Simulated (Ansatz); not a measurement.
`[GaH2][GaH2]`, relaxed with RKS PBE0-D4/def2-TZVP in the Gaussian-basis code of Ansatz from a PBE-D4/def2-SVP geometry. The force threshold is 0.005 eV/Å; the program also tests the step.

Charge 0, multiplicity 1.

Start:

```xyz
6

Ga    0.584    0.998   -0.421
Ga   -0.580   -0.998    0.425
H     0.201    2.470    0.049
H     1.767    0.909   -1.482
H    -1.875   -1.586   -0.289
H    -0.097   -1.792    1.718
```

**Question.** By how much does the energy fall, and how many steps does the optimiser take? (An estimate is asked.)

**Answer.** Ansatz gave: 0.01 eV, in 3 steps.

**Question.** Which bonds change most? (Estimate.)

**Answer.** Computed: Ga2–H5 from 1.592 to 1.578 Å; Ga2–H6 from 1.592 to 1.578 Å; Ga1–H3 from 1.592 to 1.578 Å; Ga1–H4 from 1.592 to 1.578 Å.

**Question.** Give the relaxed structure. (Best estimate.)

**Answer.** The calculation gave: 
```xyz
6

Ga    0.583    0.997   -0.421
Ga   -0.582   -0.997    0.422
H     0.202    2.454    0.052
H     1.756    0.902   -1.472
H    -1.865   -1.581   -0.287
H    -0.095   -1.775    1.706
```
